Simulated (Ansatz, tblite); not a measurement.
Adding an electron: the cluster Zn2Te⁺ (the lowest doublet isomer of a short search). Total charge 1; doublet. Geometry: PBE-D4/def2-TZVP. Ansatz, gas phase; energy differences of separate SCF runs; the reduced species is a triplet (the singlet lies 0.36 eV higher at PBE0-D4/def2-TZVP).

```xyz
3

Zn   -0.591   -1.373    1.612
Zn    0.569    1.936   -0.871
Te    0.022   -0.563   -0.741
```

In the def2 sets Te takes a core potential; there is no spin–orbit coupling. The xTB rows come from tblite. The structure comes from a short search, and lower isomers may exist.

(1) Estimate orbital energies and vertical electron affinities at: GFN1-xTB; GFN2-xTB; PBE-D4/def2-TZVP; r2SCAN-D4/def2-TZVP; PBE0-D4/def2-TZVP.

## Answers

(1) 
```
              level  −HOMO (eV)  −LUMO (eV)  vertical EA (eV)  HOMO–LUMO gap (eV)
           GFN1-xTB           –           –             11.22                   –
           GFN2-xTB           –           –             10.83                   –
   PBE-D4/def2-TZVP        9.84        9.34              6.97                0.50
r2SCAN-D4/def2-TZVP       10.08        9.46              7.23                0.62
  PBE0-D4/def2-TZVP       10.37        8.75              7.09                1.61
```

  HOMO and LUMO are the levels of the spin that leaves or enters (xTB has no such levels and no spin-polarisation term). Other spin states of the ions may lie lower, which would lower the ionisation energy or raise the affinity. Raw xTB energy differences between charge states are shifted by several eV; the methods need an empirical correction for them.
